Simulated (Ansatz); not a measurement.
`CO[SiH2]BO` + `[NH2][AlH2]` → `OB[NH][AlH2]` + `CO[SiH3]`  (cleavage of the B–Si bond)

Isolated molecules relaxed with PBE0-D4/def2-TZVP in Ansatz; ΔE leaves out vibrations. CBS: MP2 limit from def2 TZ/QZ plus the TZ coupled-cluster correction, frozen cores. This one scheme is used for every species. Functionals use def2-TZVPP. Each species was taken in one conformer, which may not be the lowest.

`CO[SiH2]BO`:

```xyz
12

C    -0.361   -0.844   -1.795
O    -0.137   -0.558   -0.435
Si    0.156    0.970    0.153
B     0.364    0.547    2.124
O     0.227   -0.754    2.448
H    -0.519   -1.919   -1.903
H     0.499   -0.555   -2.409
H    -1.249   -0.322   -2.170
H     1.365    1.547   -0.510
H    -0.982    1.876   -0.191
H     0.592    1.310    3.020
H     0.045   -1.298    1.669
```

`[NH2][AlH2]`:

Cartesian coordinates in Å:
```
N -0.432 0.519 -0.651
Al 0.382 -0.459 0.575
H -0.074 0.700 -1.575
H -1.321 0.976 -0.526
H 1.779 -1.103 0.200
H -0.333 -0.634 1.976
```

`OB[NH][AlH2]`:

Cartesian coordinates in Å:
```
O 1.311 -0.900 1.073
B -0.052 -0.847 1.039
N -0.778 -0.062 0.093
Al -0.137 0.987 -1.206
H 1.746 -0.361 0.404
H -0.627 -1.506 1.859
H -1.780 -0.133 0.202
H -1.127 1.775 -2.150
H 1.445 1.048 -1.314
```

`CO[SiH3]`:

Cartesian coordinates in Å:
```
C 0.424 0.876 -0.952
O -0.664 0.164 -0.410
Si -0.504 -0.838 0.881
H 0.868 1.555 -0.215
H 0.060 1.469 -1.792
H 1.205 0.199 -1.318
H -1.850 -1.390 1.154
H 0.005 -0.097 2.069
H 0.457 -1.938 0.583
```

```
             level  ΔE (kJ/mol)
               PBE       -108.6
SCS-MP2/def2-QZVPP       -126.9
```

Task: What does CCSD(T)/CBS give? (Estimate.)

Result: Computed: -120.2 kJ/mol. The listed levels differ from it by 11.6, -6.7 kJ/mol.

Largest T1 diagnostic among the species: 0.013.

In def2-TZVPP, CCSD(T) changes the Hartree–Fock value by +17.1 kJ/mol (the triples alone add +1.7 kJ/mol) and MP2 by +11.2 kJ/mol. From PBE to PBE0 (25 % exact exchange), in def2-TZVPP and without D4, ΔE moves by −7.2 kJ/mol.
